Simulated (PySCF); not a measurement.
Input for PySCF: R-M06-2X/6-31G* on H2O2 (SMILES OO), a point of a torsion scan.

```python
from pyscf import gto, scf, dft, mp
from pyscf.data.elements import chemcore

mol = gto.M(
    atom='''
    O    -0.65045459    0.37920015    0.26942470
    O     0.64569726    0.38450619   -0.27763041
    H    -1.09715527   -0.37941780   -0.13650671
    H     0.55448042    0.79837702   -1.14953140
    ''',
    basis='6-31g*',
    cart=True,
    charge=0, spin=0, verbose=3, max_memory=1800)
mf = dft.RKS(mol, xc='m062x')
mf.conv_tol = 1e-8
mf.max_cycle = 100
mf.kernel()
if not mf.converged:
    mf = mf.newton().run(mf.mo_coeff, mf.mo_occ)
```

Program output:

```
converged SCF energy = -151.465301351416
```

The calculation finished and met its thresholds.

Cost: about 1.6 core-seconds (a rough figure).
